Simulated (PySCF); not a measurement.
**Ionisation energy of Rh by level of theory**

Rh [Kr] 4d8 5s1 (4F) → Rh+ [Kr] 4d8 (3F), as a difference of total energies. Computed with PySCF 2.14 in aug-cc-pVDZ-PP with ECP28MDF, with a scalar-relativistic core potential. Correlated levels: valence: 4s2 4p6 frozen. The calculations carry no spin-orbit coupling.

Problem. Order these methods by the ionisation energy they give, lowest first.
A. TPSS
B. UHF
C. SCS-MP2 (valence)
D. MP2 (valence)

Solution. B (6.314 eV), C (7.033 eV), D (7.244 eV), A (7.696 eV).

Errors of the correlated levels include the incompleteness of this basis and the frozen core.

For comparison: 7.479 eV (measured; NIST levels, between the centres of gravity of the two terms).
